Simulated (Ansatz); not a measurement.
`N#[C][GeH3]` + `CO[SiH2]S` → `CO[SiH2][S][GeH3]` + `C#N`  (ligand exchange at a Ge–C bond)

Program: Ansatz. Geometries: PBE0-D4/def2-TZVP. ΔE: electronic, gas phase. CCSD(T)/CBS is the MP2 limit (def2-TZVPP, def2-QZVPP) plus CCSD(T) − MP2 in def2-TZVPP, frozen cores. This one scheme is used for every species. Functionals use def2-TZVPP. For Ge outer-core shells are correlated without core-valence functions, which leaves a few kJ/mol of doubt a bond. Scalar relativity is left out up to krypton. One conformer a species, not always the lowest.

| species | r2SCAN energy (Eh) |
| --- | --- |
| `N#[C][GeH3]` | -2171.60929 |
| `CO[SiH2]S` | -804.63548 |
| `CO[SiH2][S][GeH3]` | -2882.85105 |
| `C#N` | -93.40455 |

Task: Work out ΔE.

Result: ΔE = (-2882.85105) + (-93.40455) − (-2171.60929) − (-804.63548) = -0.01083 Eh = -28.4 kJ/mol. CCSD(T)/CBS gives -29.6 kJ/mol.

Largest T1 diagnostic among the species: 0.014.

The D4 term adds −10.8 kJ/mol with B3LYP and −6.1 kJ/mol with PBE0; it sums over pairs of atoms, weighted by their polarisabilities, and B3LYP, whose exchange is more repulsive, gets the larger term. In def2-TZVPP, CCSD(T) changes the Hartree–Fock value by −7.5 kJ/mol (the triples alone add −2.0 kJ/mol) and MP2 by −11.4 kJ/mol.

B3LYP here is the variant with VWN-RPA as its local correlation; programs differ in this.
